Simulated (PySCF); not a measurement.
Ga(Cl)3 cation (Cl₃Ga), SMILES [Cl][Ga]([Cl])[Cl] (connectivity only; charge and spin as stated), charge +1, multiplicity 2. Geometry: B3LYP-D3(BJ)/def2-SVP. The multiplicity is an assumed one; other spin states were not compared. The isomer is the one that the SMILES or the coordinates give; other isomers of the formula were not compared.

Calculation: B3LYP-D3(BJ)/def2-SVP run with PySCF.

Harmonic wavenumbers (cm⁻¹): 83, 106, 152, 295, 357, 525. Rotational constants (GHz): 3.505, 1.484, 1.043; symmetry number 2.

Problem. Work out the zero-point energy and the ideal-gas rigid-rotor harmonic-oscillator thermochemistry at 298.15 K and 1 atm.

Solution. ZPE = ½ Σ hcν = ½ × 1519 cm⁻¹ = 2.17 kcal/mol. H − E(el) = 6.50 kcal/mol. Entropy in cal/(mol K): translation 41.40, rotation 27.10, vibration 12.97, spin 1.38, total 82.84. G − E(el) = -18.20 kcal/mol. Cp = 18.19 cal/(mol K). Modes under 150 cm⁻¹ make the vibrational entropy uncertain.
